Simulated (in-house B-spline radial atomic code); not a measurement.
Whole-atom quantities along the 61-electron series, configuration [Kr] 4d10 4f13 5s2. Computed with a radial B-spline atomic code at the basis-set limit: non-relativistic Hartree-Fock, average of the configuration, point nuclei.

This level leaves out relativity, spin-orbit splitting included, which matters for heavy ions.

| ion | Z | E/Z² (Eh) | Σ<r²> (bohr²) | n(0)/Z³ (bohr⁻³) | Lamb diamagnetic shielding (ppm) | repulsion over attraction |
| --- | --- | --- | --- | --- | --- | --- |
| Ta12+ | 73 | -2.7689 | 13.84 | 0.71559 | 8424.68 | 0.14826 |
| W13+ | 74 | -2.7819 | 13.002 | 0.716 | 8568.46 | 0.14706 |
| Re14+ | 75 | -2.7948 | 12.252 | 0.7164 | 8712.1 | 0.14587 |
| Os15+ | 76 | -2.8074 | 11.575 | 0.71679 | 8855.62 | 0.14466 |
| Ir16+ | 77 | -2.8198 | 10.961 | 0.71717 | 8999.05 | 0.14346 |
| Pt17+ | 78 | -2.8319 | 10.4 | 0.71755 | 9142.38 | 0.14226 |
| Au18+ | 79 | -2.8439 | 9.8871 | 0.71792 | 9285.64 | 0.14106 |
| Hg19+ | 80 | -2.8556 | 9.4151 | 0.71829 | 9428.82 | 0.13987 |
| Tl20+ | 81 | -2.8671 | 8.9796 | 0.71864 | 9571.95 | 0.13868 |
| Pb21+ | 82 | -2.8784 | 8.5764 | 0.719 | 9715.02 | 0.1375 |
| Bi22+ | 83 | -2.8895 | 8.2022 | 0.71934 | 9858.03 | 0.13634 |

**Question.** With what power of Z does the column «Σ<r²> (bohr²)» change over this range?

**Answer.** A fit of the logarithm of its size against log Z from Z = 73 to 83 has slope -4.06. Unscreened non-relativistic hydrogenic orbitals would give -2.
